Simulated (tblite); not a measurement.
C2H13FN2Si3.
Atom-mapped SMILES: `[CH3:1][NH:2][Si@@H:3]([CH2:4][SiH2:5][F:6])[SiH2:7][NH2:8]` (hydrogens: H9, H10, H11 on C1; H12 on N2; H13 on Si3; H14, H15 on C4; H16, H17 on Si5; H18, H19 on Si7; H20, H21 on N8)

Computed with GFN2-xTB (tblite), gas phase: L-BFGS steps from a force-field or distance-geometry start until the largest atomic force falls under 0.01 eV/Å.

Step 0: E = -727.2115 eV
```
atom  x, y, z in Å  |  force x, y, z in eV/Å
C1     -1.9196   -2.0860    0.3451   -1.449  -0.538   0.047
N2     -1.4828   -0.8027    0.8352    0.640   1.296  -0.891
Si3    -0.2624   -0.0570   -0.2420   -1.358  -0.947   0.310
C4      0.4509    1.4834    0.5091    0.791  -0.071   0.773
Si5    -0.5933    2.9887    0.3048   -0.464   1.491  -0.698
F6     -1.0353    3.2630   -1.3103    0.465  -0.340   1.886
Si7     1.4371   -1.4842   -0.4942    1.677  -0.210   0.726
N8      2.9645   -0.8036    0.1834   -0.796   0.074  -1.067
H9     -1.1063   -2.7894    0.1202   -0.213   0.575   0.123
H10    -2.5791   -2.5744    1.1082    0.464   0.328  -0.453
H11    -2.5428   -1.9417   -0.5688    0.365  -0.426   0.326
H12    -2.2912   -0.1559    0.8817    0.495  -0.720   0.286
H13    -0.9002    0.1941   -1.5386   -0.109   0.242  -0.216
H14     1.4674    1.6121    0.0704   -0.742   0.104   0.482
H15     0.5396    1.2985    1.6091    0.238   0.232  -0.860
H16     0.2284    4.1256    0.7897   -0.280  -0.075  -0.467
H17    -1.7660    2.9432    1.1942   -0.014  -0.060  -0.514
H18     1.6814   -1.7560   -1.9058    0.079  -0.247  -0.177
H19     1.1193   -2.7257    0.2388    0.402  -0.017  -0.172
H20     3.7469   -0.8858   -0.4971   -0.754   0.393   1.006
H21     2.8346    0.1706    0.5213    0.562  -1.084  -0.450
```

Step 1: E = -727.5065 eV
```
atom  x, y, z in Å  |  force x, y, z in eV/Å
C1     -1.9403   -2.0936    0.3457   -0.231   0.177   0.043
N2     -1.4736   -0.7842    0.8224   -0.006  -0.054  -0.622
Si3    -0.2818   -0.0705   -0.2376   -0.189  -0.382  -0.022
C4      0.4622    1.4824    0.5202   -0.309   0.124   0.042
Si5    -0.6000    3.0100    0.2948    0.038   0.521  -0.081
F6     -1.0286    3.2581   -1.2834    0.278  -0.191   1.238
Si7     1.4611   -1.4872   -0.4838    0.697  -0.080   0.309
N8      2.9531   -0.8025    0.1682   -0.585  -0.011  -0.593
H9     -1.1093   -2.7812    0.1220   -0.307   0.539   0.133
H10    -2.5725   -2.5697    1.1017    0.072   0.134  -0.016
H11    -2.5376   -1.9477   -0.5642    0.079  -0.339   0.058
H12    -2.2841   -0.1662    0.8858    0.156  -0.299   0.337
H13    -0.9018    0.1976   -1.5417   -0.089   0.223  -0.200
H14     1.4568    1.6135    0.0773   -0.311   0.109   0.299
H15     0.5430    1.3018    1.5968    0.296   0.147  -0.244
H16     0.2244    4.1245    0.7830   -0.177   0.126  -0.396
H17    -1.7662    2.9423    1.1868   -0.057  -0.023  -0.478
H18     1.6825   -1.7595   -1.9084    0.075  -0.223  -0.030
H19     1.1250   -2.7259    0.2363    0.420  -0.115  -0.108
H20     3.7361   -0.8802   -0.4827   -0.254   0.247   0.561
H21     2.8426    0.1551    0.5149    0.402  -0.631  -0.231
```

Step 2: E = -727.6265 eV
```
atom  x, y, z in Å  |  force x, y, z in eV/Å
C1     -1.9504   -2.0913    0.3469    0.138   0.276  -0.008
N2     -1.4717   -0.7812    0.8050   -0.283  -0.444  -0.211
Si3    -0.2907   -0.0825   -0.2371    0.476   0.032  -0.341
C4      0.4576    1.4850    0.5237   -0.621   0.097  -0.276
Si5    -0.6006    3.0270    0.2906    0.268  -0.107   0.696
F6     -1.0206    3.2526   -1.2483    0.021  -0.013   0.279
Si7     1.4828   -1.4897   -0.4742   -0.348  -0.221  -0.201
N8      2.9369   -0.8025    0.1509   -0.072  -0.029  -0.122
H9     -1.1172   -2.7667    0.1255   -0.157   0.352   0.094
H10    -2.5693   -2.5655    1.0999   -0.127   0.048   0.211
H11    -2.5346   -1.9570   -0.5618   -0.131  -0.269  -0.149
H12    -2.2788   -0.1755    0.8946   -0.037  -0.057   0.355
H13    -0.9042    0.2036   -1.5471   -0.034   0.186  -0.135
H14     1.4471    1.6164    0.0858   -0.134   0.107   0.152
H15     0.5507    1.3060    1.5883    0.249   0.092   0.097
H16     0.2194    4.1272    0.7722   -0.029   0.339  -0.287
H17    -1.7676    2.9416    1.1740   -0.104   0.011  -0.402
H18     1.6845   -1.7655   -1.9096    0.073  -0.200   0.091
H19     1.1361   -2.7287    0.2332    0.422  -0.190  -0.051
H20     3.7277   -0.8732   -0.4663    0.221   0.061   0.146
H21     2.8538    0.1369    0.5080    0.209  -0.070   0.062
```

Task: Estimate the geometry and energy of step 3. (The exact step hangs on the optimiser's Hessian estimate; all steps are aligned on step 2, rigid shifts and turns removed.)

Result: E = -727.6792 eV, largest force 0.742 eV/Å
```
atom  x, y, z in Å  |  force x, y, z in eV/Å
C1     -1.9536   -2.0873    0.3471    0.026   0.136  -0.024
N2     -1.4747   -0.7851    0.7957   -0.118  -0.248  -0.130
Si3    -0.2875   -0.0867   -0.2422    0.348   0.091  -0.309
C4      0.4478    1.4871    0.5215   -0.419  -0.012  -0.159
Si5    -0.5972    3.0322    0.3002    0.215  -0.194   0.683
F6     -1.0175    3.2504   -1.2318   -0.039   0.033   0.037
Si7     1.4852   -1.4946   -0.4740   -0.499  -0.235  -0.315
N8      2.9304   -0.8028    0.1427    0.049  -0.058   0.009
H9     -1.1220   -2.7563    0.1281   -0.016   0.201   0.059
H10    -2.5697   -2.5630    1.1021   -0.138   0.053   0.206
H11    -2.5353   -1.9646   -0.5631   -0.193  -0.241  -0.191
H12    -2.2772   -0.1801    0.9032   -0.083   0.016   0.338
H13    -0.9056    0.2086   -1.5510   -0.002   0.166  -0.104
H14     1.4410    1.6191    0.0914   -0.136   0.109   0.084
H15     0.5572    1.3090    1.5862    0.176   0.065   0.081
H16     0.2172    4.1335    0.7639    0.063   0.441  -0.206
H17    -1.7697    2.9415    1.1632   -0.191   0.021  -0.286
H18     1.6864   -1.7708   -1.9087    0.072  -0.203   0.075
H19     1.1467   -2.7326    0.2313    0.394  -0.242  -0.013
H20     3.7281   -0.8697   -0.4580    0.371  -0.025  -0.007
H21     2.8611    0.1293    0.5066    0.118   0.129   0.172
```

The energy changes by -0.0527 eV. The first-order estimate −F·Δx gives -0.0639 eV and the mean of the old and new forces, exact on a quadratic surface, -0.0528 eV. The step makes an angle of 39° with the force vector and moves no atom by more than 0.017 Å.

The cost below is that of the whole relaxation. On an Arm Neoverse V2 with one thread (shared host), this took 2.0 s.
